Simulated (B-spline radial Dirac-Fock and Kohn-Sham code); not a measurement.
## Auger decay of the 3p3/2 hole in Ce⁴⁺

System: Ce⁴⁺, [Kr] 4d10 5s2 5p6.

Calculated with a radial finite-basis atomic code, using independent-particle radiative and Coulomb Auger rates from relativistic LDA hole-state orbitals, with Dirac-Fock energies. Kinetic energies are configuration averages from the vacuum level; the two-hole energies are estimated from single-hole states.

```
transition  kinetic energy (eV)  width (meV)  share (%)
   M3-M4N4                88.07         93.4        3.7
   M3-M5N4                105.6          374       14.8
   M3-M5N5                109.7          607       24.1
   M3-M5O1                196.8          156        6.2
   M3-M4O3                204.4         91.5        3.6
   M3-M5O2                219.0          135        5.4
   M3-M5O3                222.8          236        9.3
   M3-N3N3                671.9         98.5        3.9
   M3-N3N4                779.2          135        5.4
   M3-N3N5                784.1          183        7.3
```

Coster-Kronig rates are the weakest part of this model and often come out 1.5 to 2.5 times too large. The listed channels hold 84 % of the non-radiative rate. Summed by principal shells, of 2.52 eV in all: MMN 45.3 %, MMO 26.4 %, MNN 23.6 %, MNO 4.5 %, MOO 0.2 %.
